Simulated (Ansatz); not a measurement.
Steps of a relaxation of `FC1(Br)C[SiH2]1` with RKS PBE-D4/def2-SVP.

```sh
$ ansatz run in.yaml --threads 4 --pin off --events-out ev --progress --plain --max-ram 10444MiB
```

```yaml
crystal:
  periodic: [false, false, false]
  atoms:
    - {symbol: F, position_ang: [-1.807600, 0.003100, 0.956100]}
    - {symbol: C, position_ang: [-0.484200, 0.186700, 0.790500]}
    - {symbol: Br, position_ang: [0.414300, 0.741200, 2.352900]}
    - {symbol: C, position_ang: [0.033800, 0.758600, -0.517700]}
    - {symbol: Si, position_ang: [0.365200, -1.082000, -0.265200]}
    - {symbol: H, position_ang: [0.831000, 1.399800, -0.561400]}
    - {symbol: H, position_ang: [-0.765900, 0.925000, -1.265600]}
    - {symbol: H, position_ang: [-0.347500, -1.811200, -1.292800]}
    - {symbol: H, position_ang: [1.849400, -1.167400, -0.213900]}
basis:
  gaussian: {orbitals: def2-SVP}
hamiltonian: {xc: pbe, dispersion: d4}
relax: {f_tol: 0.03, max_steps: 200}
```

Positions (Å) and forces (eV/Å) along the path, 6 of 6 steps:

```xyz
9
step=1 energy=-82743.5524 eV
F    -1.808    0.003    0.956   -0.821    0.479    0.007
C    -0.484    0.187    0.790    0.474   -0.216   -0.621
Br    0.414    0.741    2.353    0.400    0.480    1.049
C     0.034    0.759   -0.518   -3.444   -1.790   -0.119
Si    0.365   -1.082   -0.265    1.423   -0.205   -0.420
H     0.831    1.400   -0.561    2.328    2.184    0.154
H    -0.766    0.925   -1.266    0.052    0.226    0.145
H    -0.347   -1.811   -1.293   -0.508   -0.703   -0.446
H     1.849   -1.167   -0.214    0.096   -0.456    0.250
9
step=2 energy=-82743.9874 eV
F    -1.799    0.064    0.922   -0.230   -0.021    0.112
C    -0.449    0.146    0.768   -0.221    0.068   -0.237
Br    0.417    0.788    2.361    0.213    0.112    0.425
C    -0.002    0.780   -0.531   -0.493   -0.608   -0.240
Si    0.429   -1.081   -0.360    0.641    0.304   -0.351
H     0.782    1.529   -0.518    0.368    0.448    0.076
H    -0.851    1.009   -1.209    0.143    0.026    0.108
H    -0.341   -1.937   -1.302   -0.061   -0.205    0.081
H     1.902   -1.343   -0.148   -0.360   -0.123    0.025
9
step=3 energy=-82744.0356 eV
F    -1.793    0.039    0.903    0.068    0.065    0.022
C    -0.441    0.149    0.733   -0.154   -0.266    0.062
Br    0.433    0.760    2.371    0.014    0.048   -0.002
C    -0.007    0.819   -0.556    0.150   -0.008   -0.025
Si    0.472   -1.032   -0.439    0.038   -0.102   -0.011
H     0.749    1.627   -0.488   -0.090   -0.158   -0.067
H    -0.862    1.069   -1.212    0.047    0.004   -0.023
H    -0.351   -2.041   -1.216    0.183    0.298    0.135
H     1.889   -1.436   -0.114   -0.256    0.119   -0.091
9
step=4 energy=-82744.0497 eV
F    -1.800    0.047    0.916    0.065    0.008    0.018
C    -0.448    0.140    0.745   -0.123   -0.056    0.019
Br    0.430    0.773    2.373    0.019    0.007    0.006
C    -0.009    0.805   -0.548    0.087   -0.083   -0.061
Si    0.467   -1.039   -0.424    0.009    0.055   -0.027
H     0.760    1.596   -0.499   -0.042   -0.022    0.012
H    -0.855    1.050   -1.216    0.019    0.012   -0.002
H    -0.341   -2.004   -1.238    0.047    0.058    0.051
H     1.884   -1.415   -0.126   -0.080    0.021   -0.018
9
step=5 energy=-82744.0505 eV
F    -1.800    0.051    0.915   -0.178   -0.011    0.058
C    -0.456    0.137    0.744    0.213   -0.008   -0.018
Br    0.434    0.772    2.372   -0.015   -0.008   -0.018
C    -0.007    0.800   -0.549   -0.009    0.010   -0.037
Si    0.468   -1.035   -0.426   -0.009    0.002    0.027
H     0.758    1.593   -0.494   -0.015   -0.002    0.009
H    -0.852    1.048   -1.217    0.016    0.014   -0.019
H    -0.338   -2.001   -1.231    0.005    0.005   -0.012
H     1.881   -1.411   -0.130   -0.008   -0.001    0.008
9
step=6 energy=-82744.0516 eV
F    -1.802    0.049    0.922   -0.009    0.002    0.012
C    -0.453    0.137    0.745    0.009   -0.009    0.001
Br    0.437    0.772    2.369   -0.001   -0.005   -0.015
C    -0.008    0.800   -0.551    0.005   -0.005   -0.008
Si    0.467   -1.036   -0.425   -0.004    0.017    0.012
H     0.755    1.594   -0.494   -0.007    0.004    0.005
H    -0.850    1.048   -1.222    0.005    0.004   -0.005
H    -0.336   -1.998   -1.238   -0.002   -0.005   -0.006
H     1.878   -1.413   -0.124    0.004   -0.004    0.004
```

It took 7.5 s on 4 threads of an Arm Neoverse V2 on a shared host, with 0.17 GiB of host memory at the peak.
